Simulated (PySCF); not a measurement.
PySCF 2.14 output of an unrestricted LDA calculation on a single atom or ion in aug-cc-pVTZ-DK (6s5p3d2f, 50 functions), with scalar relativity by spin-free X2C-1e:

```
SCF conv_tol = 1e-09
number electrons alpha = 6  beta = 5
    P. A. M. Dirac.,  Math. Proc. Cambridge Philos. Soc. 26, 376 (1930)
    F. Bloch.,  Z. Phys. 57, 545 (1929)
    S. H. Vosko, L. Wilk, and M. Nusair.,  Can. J. Phys. 58, 1200 (1980)
cycle= 1 E= -198.993003383758  delta_E= -0.0053  |g|= 0.0362  |ddm|= 1.67
cycle= 2 E= -198.993339097156  delta_E= -0.000336  |g|= 0.0131  |ddm|= 0.467
cycle= 3 E= -198.993390493499  delta_E= -5.14e-05  |g|= 3.39e-05  |ddm|= 0.118
cycle= 4 E= -198.993390495354  delta_E= -1.86e-09  |g|= 1.89e-06  |ddm|= 0.000915
cycle= 5 E= -198.993390495363  delta_E= -9.38e-12  |g|= 5.89e-08  |ddm|= 3.76e-05
converged SCF energy = -198.993390495363  <S^2> = 0.75001537  2S+1 = 2.0000154
```

The run itself started from symmetry-adapted Hartree-Fock orbitals and held the occupation by maximum overlap, on a logarithmic radial grid, so the iterations belong to that start.

Problem. Which element, charge and spin multiplicity is this?

Solution. Mg⁺ (magnesium, charge +1), multiplicity 2; the state was [Ne] 3p1, 2P determinant (an excited configuration).
